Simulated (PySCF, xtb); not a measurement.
Si(Cl)(OH)2(OMe) (CH5ClO3Si), SMILES O[Si](OC)(O)Cl.

Coordinates come from a B3LYP-D3(BJ)/def2-SVP optimisation. One conformer was computed; it need not be the lowest.

Level of theory: C-PCM-PBE0/def2-SVP run with PySCF 2.14.0.

The values are the electrostatic part of the solvation free energy, E(continuum) − E(gas) at the gas-phase geometry, in a cavity of scaled van der Waals radii (PySCF's table); cavitation and dispersion terms are not included. In vacuum the orbital gap is 9.48 eV. The dipole moment in vacuum is 0.40 D.

Computed values in water (ε = 78.36), chloroform (ε = 4.71), diethylether (ε = 4.24):
```tsv
solvent	ε	ΔG(elec) (kcal/mol)	dipole (D)	gap (eV)
water	78.36	-8.4	0.51	9.76
chloroform	4.71	-6.6	0.49	9.71
diethylether	4.24	-6.4	0.48	9.70
```

For comparison, GFN2-xTB/ALPB(water) (xtb, at the GFN2-xTB geometry, all terms of that model) gives -10.2 kcal/mol.
